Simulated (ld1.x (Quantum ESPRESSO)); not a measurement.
# Reading a pseudo-wave (O)

Columns: radius, all-electron u(r) and pseudo u(r) of the 2p shell (level -9.24 eV) of oxygen in the configuration [He] 2s1.75 2p4.25; BP86, non-relativistic, PAW scheme, ld1.x (Quantum ESPRESSO) 7.5.

```
r (bohr)  all-electron  pseudo
   0.072        0.0594  0.0119
   0.145        0.1847  0.0474
   0.217        0.3232  0.1032
   0.290        0.4552  0.1770
   0.362        0.5673  0.2619
   0.435        0.6600  0.3548
   0.507        0.7309  0.4475
   0.580        0.7833  0.5371
   0.652        0.8179  0.6164
   0.725        0.8382  0.6840
   0.798        0.8461  0.7362
   0.870        0.8442  0.7716
   0.942        0.8347  0.7912
   1.015        0.8190  0.7964
   1.088        0.7989  0.7892
   1.160        0.7757  0.7727
   1.232        0.7503  0.7500
   1.305        0.7229  0.7231
   1.378        0.6946  0.6947
   1.450        0.6662  0.6662
   1.522        0.6378  0.6378
   1.595        0.6092  0.6092
   1.668        0.5810  0.5810
   1.740        0.5538  0.5538
   1.812        0.5272  0.5272
   1.885        0.5012  0.5012
```

Question: How many radial nodes do the two functions have?

Answer: The all-electron 2p function has n − l − 1 = 0; the pseudo-wave has 0.

Question: At about which radius was the pseudo-wave matched?

Answer: 1.45 bohr. The columns agree to 0.0005 from 1.23 bohr on; several derivatives are matched, so the curves merge somewhat inside the radius.

Question: Where does each function peak?

Answer: Outermost all-electron maximum near 0.80 bohr, pseudo maximum near 1.01 bohr (to the table’s step).

Question: Is the pseudo-wave norm-conserving?

Answer: No, it belongs to a PAW set: the norm inside the radius is not constrained, and the difference is carried by the augmentation charge.
